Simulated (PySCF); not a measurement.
SCF from a fresh guess for quartet VI₂, at the PBE minimum. PySCF input:

```python
from pyscf import gto, scf, dft
mol = gto.M(atom='''
V      0.000000     0.000000     0.000000
I      2.557816     0.000000     0.000000
I     -2.557816     0.000000     0.000000''',
    basis={'V': 'def2-SVP', 'I': 'def2-SVP'},
    ecp={'I': 'def2-SVP'},
    charge=0, spin=3)
mf = dft.UKS(mol, xc='PBE')
mf.grids.atom_grid = (50, 194)
aux = {'V': 'def2-universal-JKFIT', 'I': 'def2-universal-JKFIT'}
mf = mf.density_fit(auxbasis=aux)
mf.conv_tol = 1e-08
mf.diis_space = 10
mf.max_cycle = 60
mf.init_guess = 'huckel'
mf.verbose = 4
mf.kernel()
```

Excerpt of the output (cycles alone):

```
init E= -1538.79895270897
cycle= 1 E= -1523.32642179182  delta_E= 15.5  |g|= 4.75  |ddm|= 4.04
cycle= 2 E= -1467.69883911068  delta_E= 55.6  |g|= 3.93  |ddm|= 15.6
cycle= 3 E= -1501.11223965372  delta_E= -33.4  |g|= 4.64  |ddm|= 17.8
cycle= 4 E= -1509.41495836393  delta_E= -8.3  |g|= 4.87  |ddm|= 4.14
cycle= 5 E= -1510.23066435737  delta_E= -0.816  |g|= 4.74  |ddm|= 4.58
cycle= 6 E= -1510.33994536357  delta_E= -0.109  |g|= 4.74  |ddm|= 0.0777
cycle= 7 E= -1512.40570582981  delta_E= -2.07  |g|= 4.86  |ddm|= 1.32
cycle= 8 E= -1512.96047862112  delta_E= -0.555  |g|=  4.9  |ddm|= 0.253
cycle= 9 E= -1517.52643088954  delta_E= -4.57  |g|=  5.1  |ddm|= 3.79
cycle= 10 E= -1517.43895560475  delta_E= 0.0875  |g|=  5.1  |ddm|= 0.0302
cycle= 11 E= -1530.0346175749  delta_E= -12.6  |g|= 4.01  |ddm|=  3.8
cycle= 12 E= -1532.50444879205  delta_E= -2.47  |g|= 3.64  |ddm|= 1.87
cycle= 13 E= -1468.35111380512  delta_E= 64.2  |g|= 3.99  |ddm|=   15
... 35 lines left out ...
cycle= 49 E= -1539.07923318594  delta_E= -0.0569  |g|= 0.163  |ddm|= 0.802
cycle= 50 E= -1539.10472173632  delta_E= -0.0255  |g|= 0.0598  |ddm|= 0.419
cycle= 51 E= -1539.10770329976  delta_E= -0.00298  |g|= 0.014  |ddm|= 0.0918
cycle= 52 E= -1539.10775858982  delta_E= -5.53e-05  |g|= 0.00963  |ddm|= 0.0252
cycle= 53 E= -1539.10781940647  delta_E= -6.08e-05  |g|= 0.00166  |ddm|= 0.0127
cycle= 54 E= -1539.10782184861  delta_E= -2.44e-06  |g|= 0.000194  |ddm|= 0.00306
cycle= 55 E= -1539.10782188451  delta_E= -3.59e-08  |g|= 9.14e-05  |ddm|= 0.000528
cycle= 56 E= -1539.10782189067  delta_E= -6.16e-09  |g|= 1.39e-05  |ddm|= 0.0002
Extra cycle  E= -1539.10782189109  delta_E= -4.14e-10  |g|= 3.32e-05  |ddm|= 0.000189
converged SCF energy = -1539.10782189109  <S^2> = 3.8249655  2S+1 = 4.0373087
```

No lower solution of this spin was found from smeared starts or by a stability analysis within the unrestricted form.

With open d or f shells other occupations or spin states may lie lower. With an element this heavy the missing spin–orbit coupling can shift these numbers.

The search for the lowest solution, 3 starts and the stability check together, took 56 s on 2 threads of a shared Arm Neoverse N1 host, with 83 basis functions; the process peaked at 0.34 GiB.
